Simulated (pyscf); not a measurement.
# Four-centre exchange: H₃C–Cd–TeH + H₂Se → H₃C–Cd–SeH + TeH₂

Gas phase, singlet surface, charge 0. Bonds broken: Cd2–Te3, Se8–H9. Bonds formed: Cd2–Se8, Te3–H9. Structures and frequencies: ωB97X-D3(BJ)/def2-SVP in PySCF.

Transition state (Å):

```xyz
10

C     -2.3743     0.9529     1.1312
Cd    -0.7108     0.2475     0.0031
Te     0.6350    -2.3029    -0.1724
H     -2.2587     0.6809     2.1916
H     -3.3039     0.4920     0.7618
H     -2.4741     2.0460     1.0558
H     -0.4239    -2.7064    -1.3840
Se     1.1093     0.8897    -1.8165
H      1.2996    -0.8797    -1.2415
H      0.2200     0.4618    -2.9030
```

One imaginary mode, 753i cm⁻¹; descent along it reached the two sides named, in the forms told below.

| bond | change | reactant side (Å) | saddle | product side |
|---|---|---|---|---|
| Cd2–Te3 | breaks | 2.6 | 2.9 | 3.1 |
| Se8–H9 | breaks | 1.465 | 1.870 | 3.9 |
| Cd2–Se8 | forms | 3.1 | 2.7 | 2.493 |
| Te3–H9 | forms | 3.8 | 1.900 | 1.653 |

Electronic energies relative to the separated reactants (eV):

| level | barrier | reaction energy | reverse barrier |
|---|---|---|---|
| ωB97X-D3(BJ)/def2-TZVP | 0.38 | +0.23 | 0.15 |
| PBE/def2-TZVP | 0.27 | +0.15 | 0.12 |
| r²SCAN/def2-TZVP | 0.28 | +0.15 | 0.13 |
| B3LYP-D3(BJ)/def2-TZVP | 0.36 | +0.15 | 0.21 |
| PBE0-D3(BJ)/def2-TZVP | 0.28 | +0.17 | 0.11 |
| M06-2X/def2-TZVP | 0.41 | +0.15 | 0.26 |
| ωB97M-D3(BJ)/def2-TZVP | 0.58 | +0.15 | 0.43 |
| HF/def2-TZVP | 1.23 | +0.16 | 1.07 |

With ωB97M-D3(BJ)/def2-TZVP energies and thermal terms (ideal gas, 1 atm, RRHO with modes under 100 cm⁻¹ raised to 100, one conformer, R ln 2 for chiral ones without a mode under 150 cm⁻¹), in eV:

| T (K) | ΔH‡ | ΔG‡ | ΔH | ΔG |
|---|---|---|---|---|
| 298 | 0.52 | 0.98 | +0.12 | +0.12 |
| 600 | 0.55 | 1.44 | +0.12 | +0.12 |
| 900 | 0.59 | 1.88 | +0.13 | +0.11 |
| 1200 | 0.63 | 2.30 | +0.13 | +0.11 |

On the reactant side the descent ends in an adduct with a Cd–Se contact (not fully relaxed), 0.32 eV under the separated species and 0.70 eV under the saddle at ωB97X-D3(BJ)/def2-TZVP. On the product side the descent ends in an adduct with a Cd–Te contact (not fully relaxed), 0.36 eV under the separated species and 0.51 eV under the saddle at ωB97X-D3(BJ)/def2-TZVP. What is counted as formed (Cd–Se) is already present as a longer contact in the reactant adduct; forming that adduct is a step of its own. What is counted as broken (Cd–Te) persists as a longer contact in the product adduct; parting that adduct is a step of its own. This is the saddle that the search found; another between the same sides may lie lower. Elements up to Kr have no core potential and no relativistic terms here. Elements past Kr carry the def2 core potentials, without spin-orbit coupling.
